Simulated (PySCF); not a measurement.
C₄H₃F₃.
Structure used (PBE0-D3(BJ)/def2-SVP), in Å, numbered top down from 1:
```xyz
10
C4H3F3 angstrom
C      1.922    1.312   -0.149
C      1.118    0.418   -0.268
C      0.137   -0.651   -0.412
F      0.076   -1.094   -1.706
C     -1.267   -0.200   -0.016
F     -2.099   -1.251   -0.098
F     -1.249    0.233    1.257
H      2.643    2.103   -0.040
H      0.402   -1.501    0.243
H     -1.636    0.606   -0.674
```

The calculation used PBE0-D3(BJ)/def2-SVP geometry optimisation, gas phase (PySCF 2.14.0).

Masses are those of the commonest isotopes; rigid-rotor values at the optimised geometry. The values belong to one conformer with, in the numbering `[CH:1]#[C:2][C@H:3]([F:4])[CH:5]([F:6])[F:7]`, C2–C3–C5–F6 -176°.

(1) What are A, B and C (cm⁻¹)?

(2) What kind of rotor is it?

(3) What does the inertial defect say?

(4) Give the other two planar moments, Paa and Pbb, and the rms extents of the mass along the axes.

(5) Which types of transition are allowed, and where do some lines up to J = 5 fall?

(6) Estimate the classical rotational partition function at 25 K, 50 K and 500 K.

Answers

(1) Ia = 124.98, Ib = 238.27, Ic = 347.79 u·Å²; 505379 MHz·u·Å²/I gives 4044, 2121 and 1453 MHz, that is A = 0.13489, B = 0.07075, C = 0.04847 cm⁻¹.

(2) An asymmetric top: κ = (2 × 2121 − 4044 − 1453)/(4044 − 1453) = -0.48.

(3) Not planar: Δ = Ic − Ia − Ib = -15.45 u·Å². For a rigid frame Δ = −2 Σ m c², so Σ m c² = 7.73 u·Å² lies off the ab plane: 4.26 from hydrogen and 3.46 from heavier atoms. The atom farthest from that plane is 1.44 Å away.

(4) Paa = Σ m a² = (Ib + Ic − Ia)/2 = 230.54 and Pbb = Σ m b² = (Ia + Ic − Ib)/2 = 117.25 u·Å². With the mass M = 108.02 u, the rms extents √(P/M) along a, b and c are 1.46, 1.04, 0.27 Å.

(5) The dipole components are |μa| = 1.52 D, |μb| = 0.82 D, |μc| = 0.27 D. The squared components, which scale the intensities, stand as 1.00 : 0.29 : 0.03 (a : b : c). Some of the stronger lines:

| type | branch | J(Ka,Kc) | MHz | lower level (cm⁻¹) |
| --- | --- | --- | --- | --- |
| a | Q | 3(2,1) ← 3(2,2) | 689 | 1.016 |
| b | R | 4(2,2) ← 3(3,1) | 4671 | 1.396 |
| b | Q | 4(2,2) ← 4(1,3) | 5635 | 1.363 |
| a | Q | 4(1,3) ← 4(1,4) | 6540 | 1.145 |
| b | R | 3(0,3) ← 2(1,2) | 8779 | 0.400 |
| a | R | 3(0,3) ← 2(0,2) | 10180 | 0.353 |
| b | R | 4(1,3) ← 3(2,2) | 10403 | 1.016 |
| a | R | 3(2,2) ← 2(2,1) | 10722 | 0.659 |
| a | R | 4(3,2) ← 3(3,1) | 14537 | 1.396 |
| a | R | 4(1,3) ← 3(1,2) | 15273 | 0.854 |
| a | R | 4(2,2) ← 3(2,1) | 15349 | 1.039 |
| a | R | 5(1,5) ← 4(1,4) | 15736 | 1.145 |

(6) Point group C1, symmetry number σ = 1; q = (√π/σ)·√((kT/h)³/(ABC)), k/h = 20836.6 MHz/K: 5970 at 25 K, 16900 at 50 K, 534000 at 500 K.

PBE0-D3(BJ)/def2-SVP frequencies: not computed here. Constants of a rigid frame at the computed geometry: no zero-point averaging, no centrifugal distortion.

Hardware: Intel Xeon Platinum 8488C, one thread, on a shared host. Cost: 37 s wall, 0.47 GiB resident at most. These figures are those of the optimisation.
